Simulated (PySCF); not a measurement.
**How methods differ on the ionisation energy of Pt**

Pt [Xe] 4f14 5d9 6s1 [5d3/2^4 5d5/2^5 6s1/2^1, M_J = 3] → Pt⁺ [Xe] 4f14 5d9 [5d3/2^4 5d5/2^5, M_J = 5/2], as a difference of total energies. Computed with PySCF 2.14 in x2c-QZVPPall-2c, with the two-component X2C-1e Hamiltonian. Correlated levels: [Kr] 4d10 4f14 frozen; the 58 highest virtual spinors dropped. "Screened" scales the spin-orbit matrix elements by Boettger's factors to mimic the two-electron term; Breit and QED terms are absent.

| method | ionisation energy (eV) | error (eV) |
| --- | --- | --- |
| GHF (spin-free) | 7.565 | -1.394 |
| GMP2 (spin-free) | 9.171 | +0.212 |
| GHF (screened spin-orbit) | 7.535 | -1.424 |
| GMP2 (screened spin-orbit) | 9.156 | +0.197 |

Reference: 8.959 eV (measured; NIST Atomic Spectra Database, ionization energies).

The spin-free rows relax to the high-spin LS determinant and lack the spin-orbit shift.

The labels give the starting determinants; with spin-orbit coupling the two ends relaxed to ⟨J²⟩ = 12.10, ⟨L²⟩ = 6.25, ⟨S²⟩ = 2.18 and ⟨J²⟩ = 10.69, ⟨L²⟩ = 7.16, ⟨S²⟩ = 1.27.

The determinant of Pt⁺ mixes levels of different J (the jj label is only the starting occupation), so the difference between spin-free and spin-orbit rows is not the physical spin-orbit shift.
